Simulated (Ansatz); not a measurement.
One change: `[OH][Sn][F]` becomes `[F][Sn][F]`.

Ansatz, PBE0-D4/def2-TZVP geometries, multiplicity 1. Each molecule was computed in one conformer, which needn't be the lowest.

Elements past krypton have def2 core potentials.

```tsv
property	`[OH][Sn][F]`
size of the dipole moment (B3LYP/def2-TZVPP) / D	4.20
LUMO energy (PBE/def2-TZVPP) / eV	-2.98
HOMO energy (B3LYP/def2-TZVPP) / eV	-7.69
HOMO–LUMO gap (ωB97M-V/def2-TZVPP) / eV	9.47
LUMO energy (B3LYP/def2-TZVPP) / eV	-2.58
HOMO energy (PBE/def2-TZVPP) / eV	-6.62
```

**Question.** What does the change do to each property? (An estimate is asked.)

**Answer.** Ansatz gave: 
| property | `[F][Sn][F]` | shift |
| --- | --- | --- |
| size of the dipole moment (B3LYP/def2-TZVPP) / D | 3.79 | -0.41 |
| LUMO energy (PBE/def2-TZVPP) / eV | -3.44 | -0.46 |
| HOMO energy (B3LYP/def2-TZVPP) / eV | -8.58 | -0.89 |
| HOMO–LUMO gap (ωB97M-V/def2-TZVPP) / eV | 9.93 | 0.46 |
| LUMO energy (B3LYP/def2-TZVPP) / eV | -3.05 | -0.47 |
| HOMO energy (PBE/def2-TZVPP) / eV | -7.46 | -0.84 |

With PBE0 the HOMO falls by 0.87 eV and the LUMO falls by 0.45 eV, so the gap widens by about 0.42 eV. PBE moves the HOMO by -0.84 eV and ωB97M-V by -0.88 eV. The zero-point energy changes by -29.8 kJ/mol with -3 modes. Dipoles are sizes alone; their direction can turn.

B3LYP here is the variant with VWN-RPA as its local correlation; programs differ in this.
